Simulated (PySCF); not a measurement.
## UHF on I⁺ (iodine, charge +1)

Configuration: [Kr] 4d10 5s2 5p3 5d1, high-spin 5D determinant (an excited configuration). Calculation: PySCF 2.14, in aug-cc-pVDZ-PP with ECP28MDF (5s4p3d, 32 functions); scalar relativity through the core potential.

```json
{
 "Total energy": "-293.940307 hartree",
 "One-electron energy": "-502.7762 hartree",
 "Hartree (Coulomb) energy": "229.5945 hartree",
 "Exchange energy": "-20.7587 hartree",
 "⟨S²⟩": "6.0018",
 "⟨L²⟩": "6.003",
 "Sum of ⟨r⟩": "29.74 bohr",
 "Sum of ⟨r²⟩": "53.72 bohr²",
 "Traceless quadrupole moment −½Σ⟨3z² − r²⟩ along its main axis": "3.38 e·bohr²"
}
```

| shell | electrons | mean orbital energy (eV) | spread (eV) | rms radius, mean of both spins (bohr) |
| --- | --- | --- | --- | --- |
| 4s α | 1 | -223.22 | 0 | 0.796 |
| 4s β | 1 | -222.38 | 0 | 0.796 |
| 4p α | 3 | -164.00 | 0.089 | 0.853 |
| 4p β | 3 | -163.16 | 0.189 | 0.853 |
| 4d α | 5 | -74.873 | 0.244 | 0.995 |
| 4d β | 5 | -74.178 | 0.244 | 0.995 |
| 5s α | 1 | -37.411 | 0 | 2.05 |
| 5s β | 1 | -29.194 | 0 | 2.05 |
| 5p α | 3 | -22.969 | 0.284 | 2.44 |
| 5d α | 1 | -7.976 | 0 | 3.45 |

Energies and moments cover only the electrons outside the core potential. The outer electron is Rydberg-like, and this basis confines it to a smaller radius and binds it less than a complete one would.
